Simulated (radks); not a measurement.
Isoelectronic series with 8 electrons, all held in the configuration [He] 2s2 2p4, which need not be the ground one along the series. All-electron calculation, non-relativistic Kohn-Sham, PBEsol, spin-polarised, spherical densities, point nucleus; open shells are filled with parallel spins first. Program: a radial shooting solver on a logarithmic mesh with Libxc functionals. Total energies (hartree) and orbital eigenvalues (Ry):

ion    E (hartree)    2p down      2p up
O        -74.74918   -0.52229   -0.74876
F+       -98.71760   -1.89997   -2.19328
Ne2+    -126.20458   -3.80971   -4.16879
Mg4+    -191.70692   -9.16982   -9.65885
Al5+    -229.71639  -12.61069  -13.16430
Si6+    -271.22934  -16.55588  -17.17391
P7+     -316.24492  -21.00423  -21.68659
S8+     -364.76253  -25.95497  -26.70158
Cl9+    -416.78172  -31.40757  -32.21838
Ar10+   -472.30218  -37.36165  -38.23661
K11+    -531.32369  -43.81692  -44.75600
Ca12+   -593.84606  -50.77316  -51.77634
Sc13+   -659.86914  -58.23021  -59.29746
